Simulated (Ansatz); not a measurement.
C2H8BGaO (`C[B]([GaH2])CO`), relaxed with RKS PBE0-D4/def2-TZVP in the Gaussian-basis code of Ansatz from a GFN2-xTB geometry. The force threshold is 0.005 eV/Å; the program also tests the step.

Charge 0, multiplicity 1.

Start:

```xyz
13

C    -0.079   -1.066   -1.767
B    -0.183   -0.319   -0.394
Ga   -1.488    0.163    1.182
C     1.052    0.476    0.209
O     0.529    1.027    1.446
H    -0.716   -0.560   -2.495
H     0.925   -1.112   -2.188
H    -0.468   -2.082   -1.704
H    -1.679   -0.651    2.525
H    -2.407    1.448    1.269
H     1.918   -0.160    0.431
H     1.402    1.293   -0.435
H     1.194    1.543    1.921
```

(1) How much energy does the relaxation release, and in how many steps? (An estimate is asked.)

(2) Which bonds change most? (An estimate is asked.)

(3) Give the relaxed structure. (Estimate.)

Results:

(1) The calculation gave: 1.97 kcal/mol, in 23 steps, 2 of them rejected.

(2) Computed: B2–C4 from 1.588 to 1.572 Å; C1–B2 from 1.566 to 1.553 Å; C1–H6 from 1.092 to 1.102 Å; B2–Ga3 from 2.102 to 2.096 Å.

(3) Computed: 
```xyz
13

C    -0.101   -1.058   -1.717
B    -0.158   -0.285   -0.371
Ga   -1.488    0.133    1.194
C     1.057    0.536    0.195
O     0.532    1.288    1.314
H    -0.581   -0.392   -2.451
H     0.903   -1.271   -2.096
H    -0.696   -1.974   -1.729
H    -1.471   -0.759    2.502
H    -2.569    1.282    1.167
H     1.817   -0.185    0.533
H     1.549    1.214   -0.515
H     1.206    1.472    1.973
```
